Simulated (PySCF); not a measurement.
`F[C@@H]1C=NC[C@H]1F`, C$_{4}$H$_{5}$F$_{2}$N

Molfile (atoms numbered from 1):
```
C4H5F2N
     RDKit          3D

 12 12  0  0  0  0  0  0  0  0999 V2000
   -1.8119   -1.0195   -0.8002 F   0  0  0  0  0  0  0  0  0  0  0  0
   -1.0596   -0.3246    0.1170 C   0  0  2  0  0  0  0  0  0  0  0  0
   -0.8411    1.1102   -0.3156 C   0  0  0  0  0  0  0  0  0  0  0  0
    0.3581    1.4616   -0.4352 N   0  0  0  0  0  0  0  0  0  0  0  0
    1.2511    0.3782   -0.1277 C   0  0  0  0  0  0  0  0  0  0  0  0
    0.3791   -0.8551    0.2070 C   0  0  1  0  0  0  0  0  0  0  0  0
    0.6492   -1.3066    1.4763 F   0  0  0  0  0  0  0  0  0  0  0  0
   -1.5805   -0.4007    1.0794 H   0  0  0  0  0  0  0  0  0  0  0  0
   -1.6578    1.7824   -0.5141 H   0  0  0  0  0  0  0  0  0  0  0  0
    1.8621    0.6544    0.7349 H   0  0  0  0  0  0  0  0  0  0  0  0
    1.9158    0.2186   -0.9780 H   0  0  0  0  0  0  0  0  0  0  0  0
    0.5369   -1.6997   -0.4697 H   0  0  0  0  0  0  0  0  0  0  0  0
  1  2  1  0
  2  3  1  0
  3  4  2  0
  4  5  1  0
  5  6  1  0
  6  7  1  0
  6  2  1  0
  2  8  1  1
  3  9  1  0
  5 10  1  0
  5 11  1  0
  6 12  1  6
M  END
```

Method used: TDDFT PBE0/def2-SVPD circular dichroism and optical rotation, one conformer, gas phase in PySCF 2.14.0. Geometry: GFN2-xTB.

States above about 7.9 eV lie in this functional's continuum (it starts at minus the energy of the highest occupied orbital, well below the true ionisation energy for most functionals) and depend on the basis.

Stereocentres: C2 R, C6 R.

(1) Give the optical rotatory dispersion at 633, 589.3, 546, 436, 405, 365, 355 nm.

Results:

(1) [α] in deg dm⁻¹ (g/mL)⁻¹:
```csv
λ (nm),origin-invariant length gauge,modified velocity gauge,length gauge (centre of mass),isotropic polarisability (au)
633,-36.6,-6.1,-33.5,53.0
589.3,-40.7,-4.5,-37.0,53.1
546,-44.8,-1.1,-40.5,53.3
436,-47.3,+32.7,-39.9,54.1
405,-37.7,+62.4,-28.9,54.5
365,+3.3,+145.6,+14.9,55.1
355,+24.6,+182.5,+37.1,55.3
```

Where the gauges differ in sign the basis doesn't settle the rotation.

**Question.** And for the mirror image at 589.3 nm?

**Answer.** +40.7 deg dm⁻¹ (g/mL)⁻¹ (origin-invariant length gauge): the same size and the opposite sign.

**Question.** What is the molar rotation [Φ] = [α]·M/100 of the geometry above at 589.3 nm?

**Answer.** With M = 105.09 g/mol, -42.8 deg cm² dmol⁻¹ (origin-invariant length gauge).

The first excitation lies at 5.01 eV (247 nm) with R = +9.9 × 10⁻⁴⁰ esu² cm² (velocity form).
